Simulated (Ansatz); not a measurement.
Input file for C3H7FSi (`CC(C)[Si]F`):

```yaml
crystal:
  periodic: [false, false, false]
  atoms:
    - {symbol: C, position_ang: [-0.983784, 0.316342, 0.844848]}
    - {symbol: C, position_ang: [-0.223203, -0.521316, -0.175364]}
    - {symbol: C, position_ang: [1.295244, -0.347732, -0.038289]}
    - {symbol: Si, position_ang: [-0.606921, -0.119868, -1.993941]}
    - {symbol: F, position_ang: [-0.479818, 1.495963, -1.928313]}
    - {symbol: H, position_ang: [-2.064771, 0.163538, 0.779071]}
    - {symbol: H, position_ang: [-0.791134, 1.381741, 0.696337]}
    - {symbol: H, position_ang: [-0.681091, 0.064034, 1.866792]}
    - {symbol: H, position_ang: [-0.462782, -1.583874, -0.032896]}
    - {symbol: H, position_ang: [1.638697, -0.692922, 0.941997]}
    - {symbol: H, position_ang: [1.857384, -0.914923, -0.789727]}
    - {symbol: H, position_ang: [1.579182, 0.703815, -0.136518]}
basis:
  gaussian: {orbitals: def2-SVP}
correlation: {method: ccsd_t}
```

```sh
$ ansatz run in.yaml --threads 4 --pin off --events-out ev --progress --plain --max-ram 10444MiB
```

Output of Ansatz, abridged:

```
Functional definition: HF
1095 factors; integrals over basis functions are off by at most 1.5e-3 eV
mean field evaluation 1: about -13760.0810 eV, gradient 3.7e1 eV
mean field evaluation 2: about -13760.1428 eV, gradient 3.7e1 eV
mean field evaluation 4: about -13763.5687 eV, gradient 3.7e0 eV
mean field evaluation 8: about -13763.6209 eV, gradient 2.6e-1 eV
mean field -13763.62126035 eV, -505.8037520004 hartree, gradient 9.2e-7 eV, S^2 0.000000; 0 other end points of the search recorded, 0 dependent functions left out; unrestricted orbitals would lower it
9 core orbitals not correlated: weight in the atoms' cores, before any rotation towards them, 1.000 or more for the frozen orbitals, at most 0.000 for the correlated occupied ones
reference -13763.62126035 eV, -505.8037520004 hartree; 15, 15 occupied and 85, 85 virtual orbitals, 1095 factors
second order -19.02640756 eV of doubles, -0.00000000 eV of singles
cycle   1  -19.90673591 eV  change   -8.8e-1 eV  update   1.1e-1
cycle   2  -20.42501510 eV  change   -5.2e-1 eV  update   3.5e-2
cycle   3  -20.56673922 eV  change   -1.4e-1 eV  update   1.9e-2
cycle   4  -20.56278795 eV  change    4.0e-3 eV  update   4.7e-3
cycle   5  -20.56020411 eV  change    2.6e-3 eV  update   1.9e-3
cycle   6  -20.56035013 eV  change   -1.5e-4 eV  update   5.9e-4
cycle   7  -20.56011123 eV  change    2.4e-4 eV  update   2.2e-4
cycle   8  -20.56005171 eV  change    6.0e-5 eV  update   7.8e-5
cycle   9  -20.56007801 eV  change   -2.6e-5 eV  update   3.3e-5
perturbative correction -0.55289696 eV, -0.0203185885 hartree
Total energy: -13784.73423532 eV, -506.5796395195 hartree
```

It took 6 s on 4 threads of an Arm Neoverse V2 on a shared host, with 0.54 GiB of host memory at the peak.

The correlation energy is -21.113 eV, 2.6 % of it from (T); the T1 diagnostic reads 0.0119.
